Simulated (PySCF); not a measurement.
H$_{4}$BClO$_{2}$Si, singlet, at a GFN2-xTB geometry; PySCF with CASSCF(4,5)/6-31G.

Input for PySCF:
```python
from pyscf import gto, scf, mcscf
import numpy

mol = gto.M(
    atom='''
Si   -0.82331107   -0.53701214   -0.18186618
Cl   -1.43052452    1.40446102    0.02250962
B     1.15245682   -0.59923392    0.05893940
O     1.88461641   -1.73755811   -0.01333124
O     1.88844685    0.50473775    0.31186821
H    -1.33451043   -0.97426488   -1.48952425
H    -1.62220100   -1.30376126    0.78578821
H     1.43265036   -2.55934554   -0.18948391
H     1.42254267    1.33843686    0.37369031
''',
    basis='6-31g',
    verbose=4,
)

mf = scf.RHF(mol)
mf.kernel()
mc = mcscf.CASSCF(mf, 5, 4)
mc.fix_spin_(ss=0.0)
mc.kernel()
occ = numpy.linalg.eigvalsh(mc.fcisolver.make_rdm1(mc.ci, mc.ncas, mc.nelecas))[::-1]
ss = mc.fcisolver.spin_square(mc.ci, mc.ncas, mc.nelecas)[0]
print('natural occupations', occ.round(4), ' <S^2>', round(ss, 4))
```

It wrote (shortened):

```
PySCF version 2.14.0

[INPUT] verbose = 4
[INPUT] num. atoms = 9
[INPUT] num. electrons = 56
[INPUT] charge = 0
[INPUT] spin (= nelec alpha-beta = 2S) = 0
[INPUT] symmetry False subgroup None
[INPUT] Mole.unit = angstrom
[INPUT] Symbol           X                Y                Z      unit          X                Y                Z       unit  Magmom
[INPUT]  1 Si    -0.823311070000  -0.537012140000  -0.181866180000 AA   -1.555832437623  -1.014805870167  -0.343677271521 Bohr   0.0
[INPUT]  2 Cl    -1.430524520000   1.404461020000   0.022509620000 AA   -2.703299557275   2.654046680427   0.042537016968 Bohr   0.0
[INPUT]  3 B      1.152456820000  -0.599233920000   0.058939400000 AA    2.177827760187  -1.132387993350   0.111379323946 Bohr   0.0
[INPUT]  4 O      1.884616410000  -1.737558110000  -0.013331240000 AA    3.561408864761  -3.283508953417  -0.025192392501 Bohr   0.0
[INPUT]  5 O      1.888446850000   0.504737750000   0.311868210000 AA    3.568647347298   0.953816112229   0.589345503858 Bohr   0.0
[INPUT]  6 H     -1.334510430000  -0.974264880000  -1.489524250000 AA   -2.521859223076  -1.841093795982  -2.814792888398 Bohr   0.0
[INPUT]  7 H     -1.622201000000  -1.303761260000   0.785788210000 AA   -3.065515608996  -2.463751713218   1.484924508812 Bohr   0.0
[INPUT]  8 H      1.432650360000  -2.559345540000  -0.189483910000 AA    2.707316812660  -4.836462128727  -0.358072694912 Bohr   0.0
[INPUT]  9 H      1.422542670000   1.338436860000   0.373690310000 AA    2.688216046808   2.529279100423   0.706172341304 Bohr   0.0

nuclear repulsion = 264.663513290697
number of shells = 37
number of NR pGTOs = 174
number of NR cGTOs = 61
basis = 6-31g
ecp = {}

******** <class 'pyscf.scf.hf.RHF'> ********
method = RHF
initial guess = minao
damping factor = 0
level_shift factor = 0
DIIS = <class 'pyscf.scf.diis.CDIIS'>
diis_start_cycle = 1
diis_space = 8
diis_damp = 0
SCF conv_tol = 1e-09
SCF conv_tol_grad = None
SCF max_cycles = 50
direct_scf = True
direct_scf_tol = 1e-13
Set gradient conv threshold to 3.16228e-05
Initial guess from minao.
init E= -925.820731107919
  HOMO = -0.306283727568365  LUMO = 0.0577982345080139  gap/eV = 9.90717
cycle= 1 E= -925.00756045073  delta_E= 0.813  |g|= 0.656  |ddm|= 2.63
  HOMO = -0.421211357016032  LUMO = 0.0562459318876387  gap/eV = 12.99227
cycle= 2 E= -925.09566991111  delta_E= -0.0881  |g|= 0.378  |ddm|= 0.945
  HOMO = -0.434160923462374  LUMO = 0.0788878952809409  gap/eV = 13.96077
cycle= 3 E= -925.123683823789  delta_E= -0.028  |g|= 0.0481  |ddm|= 0.302
  HOMO = -0.429253070245232  LUMO = 0.0872995282679636  gap/eV = 14.05611
cycle= 4 E= -925.124510308784  delta_E= -0.000826  |g|= 0.00852  |ddm|= 0.0833
  HOMO = -0.431092297107581  LUMO = 0.0858835010861934  gap/eV = 14.06763
cycle= 5 E= -925.124543726932  delta_E= -3.34e-05  |g|= 0.00198  |ddm|= 0.0203
  HOMO = -0.431624709180672  LUMO = 0.0856193948770358  gap/eV = 14.07493
cycle= 6 E= -925.124545850276  delta_E= -2.12e-06  |g|= 0.000504  |ddm|= 0.00553
  HOMO = -0.431561444997755  LUMO = 0.0856987084078271  gap/eV = 14.07537
cycle= 7 E= -925.124545980832  delta_E= -1.31e-07  |g|= 0.000188  |ddm|= 0.00134
  HOMO = -0.431569083581769  LUMO = 0.0857018961163241  gap/eV = 14.07566
cycle= 8 E= -925.124545992531  delta_E= -1.17e-08  |g|= 6.34e-05  |ddm|= 0.00032
  HOMO = -0.43157774905421  LUMO = 0.085699453607408  gap/eV = 14.07583
cycle= 9 E= -925.124545994048  delta_E= -1.52e-09  |g|= 1.04e-05  |ddm|= 0.000125
  HOMO = -0.431576627083754  LUMO = 0.0856999729387429  gap/eV = 14.07581
cycle= 10 E= -925.124545994128  delta_E= -8.03e-11  |g|= 2.77e-06  |ddm|= 2.76e-05
  HOMO = -0.431576928735579  LUMO = 0.0856998335657824  gap/eV = 14.07582
Extra cycle  E= -925.124545994136  delta_E= -7.73e-12  |g|= 1.25e-06  |ddm|= 5.74e-06
converged SCF energy = -925.124545994136

******** <class 'pyscf.mcscf.mc1step.CASSCF'> ********
CAS (2e+2e, 5o), ncore = 26, nvir = 30
max_cycle_macro = 50
max_cycle_micro = 4
conv_tol = 1e-07
conv_tol_grad = None
orbital rotation max_stepsize = 0.02
orbital rotation threshold for CI restart = 0.01
augmented hessian ah_max_cycle = 30
augmented hessian ah_conv_tol = 1e-12
augmented hessian ah_linear dependence = 1e-14
augmented hessian ah_level shift = 1e-08
augmented hessian ah_start_tol = 2.5
augmented hessian ah_start_cycle = 3
augmented hessian ah_grad_trust_region = 3
kf_trust_region = 3
kf_interval = 4
ci_response_space = 4
ci_grad_trust_region = 3
with_dep4 0
natorb = False
canonicalization = True
sorting_mo_energy = False
ao2mo_level = 2
internal_rotation = False
******** <class 'pyscf.fci.addons.SpinPenaltyFCISolver'> ********
max. cycles = 50
conv_tol = 1e-08
davidson only = True
linear dependence = 1e-12
level shift = 0.001
max iter space = 12
nroots = 1
pspace_size = 400
spin = None
CASCI E = -925.125506302614  S^2 = 0.0000000
Set conv_tol_grad to 0.000316228
macro iter   1 ( 21 JK    4 micro), CASSCF E = -925.127507357889  dE = -2.00105528e-03  S^2 = 0.0000000
               |grad[o]|=0.00248  |grad[c]|=0.00359  |ddm|=0.0226  |maxRot[o]|=0.281
macro iter   2 ( 21 JK    4 micro), CASSCF E = -925.134018391930  dE = -6.51103404e-03  S^2 = 0.0000000
               |grad[o]|=0.00516  |grad[c]|=0.0144  |ddm|=0.013  |maxRot[o]|=  0.3
macro iter   3 ( 21 JK    4 micro), CASSCF E = -925.136892345992  dE = -2.87395406e-03  S^2 = 0.0000000
               |grad[o]|=0.0085  |grad[c]|=0.0075  |ddm|=0.00648  |maxRot[o]|=0.192
macro iter   4 ( 21 JK    4 micro), CASSCF E = -925.138481315173  dE = -1.58896918e-03  S^2 = 0.0000000
               |grad[o]|=0.00602  |grad[c]|=0.00485  |ddm|=0.00281  |maxRot[o]|= 0.18
macro iter   5 ( 21 JK    4 micro), CASSCF E = -925.138869385319  dE = -3.88070147e-04  S^2 = 0.0000000
               |grad[o]|=0.0049  |grad[c]|=0.00381  |ddm|=0.00491  |maxRot[o]|=0.054
macro iter   6 ( 21 JK    4 micro), CASSCF E = -925.139358640817  dE = -4.89255497e-04  S^2 = 0.0000000
               |grad[o]|=0.0043  |grad[c]|=0.00257  |ddm|=0.00357  |maxRot[o]|=0.0776
macro iter   7 ( 21 JK    4 micro), CASSCF E = -925.139539240022  dE = -1.80599206e-04  S^2 = 0.0000000
               |grad[o]|=0.00389  |grad[c]|=0.00644  |ddm|=0.00349  |maxRot[o]|=0.0275
macro iter   8 ( 12 JK    3 micro), CASSCF E = -925.140497739656  dE = -9.58499633e-04  S^2 = 0.0000000
               |grad[o]|=0.00349  |grad[c]|=0.00319  |ddm|=0.00667  |maxRot[o]|=0.149
macro iter   9 ( 21 JK    4 micro), CASSCF E = -925.144034942215  dE = -3.53720256e-03  S^2 = 0.0000000
               |grad[o]|=0.00398  |grad[c]|=0.0148  |ddm|=0.0527  |maxRot[o]|=0.235
macro iter  10 ( 21 JK    4 micro), CASSCF E = -925.150114305634  dE = -6.07936342e-03  S^2 = 0.0000000
               |grad[o]|=0.00911  |grad[c]|=0.00942  |ddm|=0.0144  |maxRot[o]|=0.196
macro iter  11 ( 21 JK    4 micro), CASSCF E = -925.150932310889  dE = -8.18005255e-04  S^2 = 0.0000000
               |grad[o]|=0.00766  |grad[c]|=0.00966  |ddm|=0.00615  |maxRot[o]|=0.0874
macro iter  12 ( 21 JK    4 micro), CASSCF E = -925.151204809067  dE = -2.72498177e-04  S^2 = 0.0000000
               |grad[o]|=0.00691  |grad[c]|=0.00767  |ddm|=0.00239  |maxRot[o]|=0.0306
macro iter  13 ( 21 JK    4 micro), CASSCF E = -925.151382737787  dE = -1.77928721e-04  S^2 = 0.0000000
               |grad[o]|=0.00565  |grad[c]|=0.00535  |ddm|=0.00149  |maxRot[o]|=0.0351
macro iter  14 ( 21 JK    4 micro), CASSCF E = -925.151350583068  dE =  3.21547190e-05  S^2 = 0.0000000
               |grad[o]|=0.00483  |grad[c]|=0.00462  |ddm|=0.00131  |maxRot[o]|=0.0262
macro iter  15 ( 19 JK    4 micro), CASSCF E = -925.151991459943  dE = -6.40876875e-04  S^2 = 0.0000000
               |grad[o]|=0.00483  |grad[c]|=0.00187  |ddm|=0.000541  |maxRot[o]|=0.0657
macro iter  16 ( 18 JK    4 micro), CASSCF E = -925.152038582769  dE = -4.71228262e-05  S^2 = 0.0000000
               |grad[o]|=0.0022  |grad[c]|=0.00191  |ddm|=0.000186  |maxRot[o]|=0.0169
macro iter  17 ( 10 JK    4 micro), CASSCF E = -925.152114483951  dE = -7.59011815e-05  S^2 = 0.0000000
               |grad[o]|=0.0019  |grad[c]|=0.00118  |ddm|=0.000138  |maxRot[o]|=0.0174
macro iter  18 (  6 JK    2 micro), CASSCF E = -925.152151604049  dE = -3.71200983e-05  S^2 = 0.0000000
               |grad[o]|=0.00115  |grad[c]|=0.00035  |ddm|=7.08e-05  |maxRot[o]|=0.0162
macro iter  19 (  7 JK    2 micro), CASSCF E = -925.152155447201  dE = -3.84315206e-06  S^2 = 0.0000000
               |grad[o]|=0.000363  |grad[c]|=8.93e-05  |ddm|=4.94e-05  |maxRot[o]|=0.00593
macro iter  20 (  3 JK    1 micro), CASSCF E = -925.152155530013  dE = -8.28121074e-08  S^2 = 0.0000000
               |grad[o]|=5.81e-05  |grad[c]|=4.91e-05  |ddm|=1.25e-05  |maxRot[o]|=0.000951
1-step CASSCF converged in  20 macro (348 JK  72 micro) steps
CASSCF canonicalization
Density matrix diagonal elements [1.97852965 1.97932582 0.0068857  0.01936494 0.01589388]
CASSCF energy = -925.152155530013
CASCI E = -925.152155530013  E(CI) = -4.40929079445402  S^2 = 0.0000000
natural occupations [1.9819 1.976  0.0233 0.0147 0.0041]  <S^2> 0.0
```
